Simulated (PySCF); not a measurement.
One reaction down a group: F, Cl, Br, I

The same gas-phase reaction for F, Cl, Br, I:
- SnF₄ + SnO₂ → 2 SnF₂ + O₂
- SnCl₄ + SnO₂ → 2 SnCl₂ + O₂
- SnBr₄ + SnO₂ → 2 SnBr₂ + O₂
- SnI₄ + SnO₂ → 2 SnI₂ + O₂

Energies from PySCF, thermal terms from the rigid-rotor harmonic-oscillator model, ideal gas at 1 bar. † marks an energy on the PBE0/def2-TZVP geometry and frequencies. CCSD(T) freezes the core. Open shells (unrestricted): O₂ (multiplicity 3); the rest are closed-shell singlets. B3LYP is the form with VWN-RPA correlation. I, Sn: scalar-relativistic def2 core potential, no spin-orbit coupling. Br: all electrons, no relativistic terms. SnO₂: computed as isolated molecules; such fragments, hydroxides, amides, oligomers or adducts are transient or little studied in the gas. CCSD(T) isn't extrapolated to the basis-set limit. The harmonic model lacks anharmonicity and excited electronic states, which grow with temperature; levels with a mode under 35 cm⁻¹ are left out. Soft modes under 120 cm⁻¹ make the harmonic entropy rough for SnCl₄, SnCl₂, SnBr₄, SnBr₂, SnI₄, SnI₂. Warning, large T1 diagnostic: SnO₂ (CCSD(T)/def2-SVP†).

ΔH°(298 K) in kJ, by level:

```json
[
 {"level": "ωB97M-V/def2-TZVP†", "F": "-66.7", "Cl": "-6.2", "Br": "2.7", "I": "25.9"},
 {"level": "CCSD(T)/def2-SVP†", "F": "-77.0", "Cl": "-21.8", "Br": "-28.4", "I": "-20.5"},
 {"level": "PBE0/def2-SVP†", "F": "-153.0", "Cl": "-105.6", "Br": "-102.1", "I": "-90.7"},
 {"level": "r2SCAN/def2-TZVP†", "F": "-45.4", "Cl": "3.1", "Br": "8.5", "I": "24.5"},
 {"level": "B3LYP/def2-TZVP†", "F": "-92.4", "Cl": "-43.2", "Br": "-37.6", "I": "-19.2"},
 {"level": "LDA/def2-TZVP†", "F": "-13.6", "Cl": "46.0", "Br": "52.6", "I": "69.0"},
 {"level": "ωB97X-V/def2-TZVP†", "F": "-65.5", "Cl": "-4.4", "Br": "4.6", "I": "27.9"},
 {"level": "HF/def2-TZVP†", "F": "-194.8", "Cl": "-160.7", "Br": "-160.9", "I": "-148.6"}
]
```

At ωB97M-V/def2-TZVP†, ΔH° rises from F to I, over a range of 92.6 kJ; the steps are +60.5, +8.9, +23.2 kJ. 6 of the 8 levels shown give the same order; CCSD(T)/def2-SVP†, HF/def2-TZVP† order the members differently. The levels scatter most for I (217.6 kJ between the highest and the lowest) and least for F (181.2 kJ). ΔS°(298 K) runs from 188.7 to 193.0 J/K, so TΔS° at 298 K spreads over 1.3 kJ among the members, against 92.6 kJ for ΔH°.

Free energies at ωB97M-V/def2-TZVP†:

```csv
member,"ΔS°(298 K), J/K","ΔG°(298 K), kJ","ΔG°(1200 K), kJ",ΔG° changes sign
F,188.7,-123,-283,none from 298 to 2500 K
Cl,193.0,-64,-226,none from 298 to 2500 K
Br,192.7,-55,-217,none from 298 to 2500 K
I,191.2,-31,-192,none from 298 to 2500 K
```

The NASA 1993 table holds none of these reactions whole; the comparison is among the levels.
